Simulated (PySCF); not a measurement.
## Working with the constants of TeSe

UHF-CCSD(T) constants of TeSe, ³Σ⁻ (triplet), unpaired electrons π ↑↑ (basis Te cc-pVDZ-PP with ECP28, Se cc-pVDZ-PP with ECP10; scalar-relativistic core potentials; PySCF 2.14; masses 129.9062 and 79.9165 u):

- ωe: 307.3 cm⁻¹
- ωexe: 0.728 cm⁻¹
- Be: 0.059193 cm⁻¹
- αe: 0.000176 cm⁻¹
- D (centrifugal): 8.79e-09 cm⁻¹
- De to Te + Se: 2.60 eV

Q: Give the vibrational terms G(v) and spacings up to v = 6.

A: G(v) = ωe(v+½) − ωexe(v+½)².

```tsv
v	G(v) (cm⁻¹)	G(v) − G(v−1)	Bv (cm⁻¹)
0	153.5		0.05911
1	459.3	305.8	0.05893
2	763.7	304.4	0.05875
3	1066.6	302.9	0.05858
4	1368.1	301.5	0.05840
5	1668.1	300.0	0.05823
6	1966.7	298.6	0.05805
```

Q: How well does the Morse estimate ωe²/(4ωexe) reproduce De, and what is D0?

A: It gives 4.02 eV, 155 % of the computed De. D0 = De − G(0) = 2.60 − 0.02 = 2.58 eV.

Correlated steps freeze 8 core orbitals. Correlated levels converge slowly with the basis: in double zeta they bind strong bonds too weakly, by up to about 1 eV, and carry superposition errors of some tenths. Spin–orbit coupling is left out, which matters for elements this heavy, above all for dissociation energies. The state is the lowest determinant that a PBE0 search found; another state may lie lower at other levels.
